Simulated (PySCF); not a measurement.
## Potential energy of PbO along the bond

Set-up: PySCF, scalar-relativistic core potentials, basis sets Pb def2-SVPD with ECP60, O def2-SVPD. Energies in eV from Pb + O in their ground configurations at the same level. State: ¹Σ⁺ (singlet), closed shell.

All columns are r²SCAN. A positive dipole means Pb(−)O(+).

```csv
R (Å),E (eV),μ (D),Mulliken charge on Pb (basis-dependent),HOMO (eV),LUMO (eV),Mayer bond order,⟨S²⟩
1.670,-2.944,-3.14,1.13,-6.28,-2.25,1.22,0.00
1.748,-3.967,-3.68,1.07,-6.40,-2.42,1.35,0.00
1.825,-4.539,-4.17,1.02,-6.47,-2.60,1.47,0.00
1.884,-4.751,-4.50,0.99,-6.49,-2.73,1.55,0.00
1.942,-4.824,-4.82,0.95,-6.45,-2.86,1.62,0.00
2.000,-4.790,-5.12,0.92,-6.28,-2.98,1.68,0.00
2.078,-4.624,-5.48,0.89,-6.09,-3.14,1.74,0.00
2.175,-4.283,-5.90,0.85,-5.88,-3.33,1.81,0.00
2.292,-3.764,-6.34,0.81,-5.68,-3.54,1.87,0.00
2.447,-2.999,-6.85,0.77,-5.47,-3.78,1.94,0.00
```

A fit through these points gives, at Re = 1.950 Å, μ = -4.86 D and dμ/dR = -5.20 D/Å; the reduced mass is 14.85 u.

Question: How strong is the fundamental in the double-harmonic approximation, I = 42.26·(dμ/dR)²/μred km/mol?

Answer: I = 42.26·(-5.20)²/14.85 = 77.0 km/mol at r²SCAN.

Spin–orbit coupling is left out, which matters for elements this heavy, above all for dissociation energies.
